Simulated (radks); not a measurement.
Values are calculated unless marked as measured or tabulated.
Question: These are the eigenvalues of the occupied orbitals of an atom or ion with whole-number occupations (hartree). Code: a radial shooting solver on a logarithmic mesh with Libxc functionals. Model: scalar-relativistic Kohn-Sham, r2SCAN, spin-unpolarised, spherical densities, finite nucleus; meta-GGA in the generalised Kohn-Sham scheme; Fermi nuclear charge, rms radius of each element as measured or else 0.836 A^(1/3) + 0.57 fm.

1s: -2402.260
2s: -412.1934
2p: -361.9157
3s: -94.67407
3p: -79.58015
3d: -61.68444
4s: -19.69050
4p: -14.71732
4d: -8.25680
5s: -3.05150
5p: -1.86456
4f: -1.15269
6s: -0.54284
5d: -0.54199
5f: -0.08791

Which element is it, and in what charge state? The configuration may be excited.

Answer: Z = 72, hafnium, charge +1: Hf+ in [Xe] 4f14 5d1 6s1 5f1. The list shows which subshells hold electrons but not how many an open one holds; the 1s level, -2402.3 hartree, gives Z - s = 69.3 by -(Z - s)^2/2, which with screening and relativity narrows Z to a few neighbours, and the depths of the outer levels then fix element, charge and occupations together.
